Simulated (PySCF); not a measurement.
C₄H₁₁FSi, SMILES CC(C)C[SiH2]F. The structure is a stationary point at PBE-D3(BJ)/def2-SVP. The structure was generated by enumeration, and PubChem lists no compound with its InChIKey, so it may never have been made. One conformer was computed; it need not be the lowest.

### Question
Give the equilibrium geometry at PBE-D3(BJ)/def2-SVP (PySCF confirms it by a frequency run) as bond lengths and angles. (The exact figures need the calculation; the answer reports its results.)

### Answer
This is not unique; one that fits is 
Atoms: C1 C2 C3 C4 Si5 F6 H7 H8 H9 H10 H11 H12 H13 H14 H15 H16 H17. Bonds (Å): C1–C2 1.534, C1–H7 1.109, C1–H8 1.109, C1–H9 1.111, C2–C3 1.535, C2–C4 1.544, C2–H10 1.115, C3–H11 1.111, C3–H12 1.108, C3–H13 1.109, C4–Si5 1.879, C4–H14 1.115, C4–H15 1.114, Si5–F6 1.650, Si5–H16 1.503, Si5–H17 1.504. Angles (°): C2–C1–H7 111.3, C2–C1–H8 111.7, C2–C1–H9 110.7, H7–C1–H8 107.8, H7–C1–H9 107.5, H8–C1–H9 107.6, C1–C2–C3 111.0, C1–C2–C4 111.0, C1–C2–H10 107.6, C3–C2–C4 111.5, C3–C2–H10 107.9, C4–C2–H10 107.6, C2–C3–H11 110.5, C2–C3–H12 112.1, C2–C3–H13 111.1, H11–C3–H12 107.2, H11–C3–H13 107.5, H12–C3–H13 108.3, C2–C4–Si5 116.9, C2–C4–H14 110.1, C2–C4–H15 110.2, Si5–C4–H14 104.8, Si5–C4–H15 108.7, H14–C4–H15 105.4, C4–Si5–F6 111.1, C4–Si5–H16 110.2, C4–Si5–H17 110.9, F6–Si5–H16 107.2, F6–Si5–H17 107.1, H16–Si5–H17 110.2.
Charge 0, spin multiplicity 1.
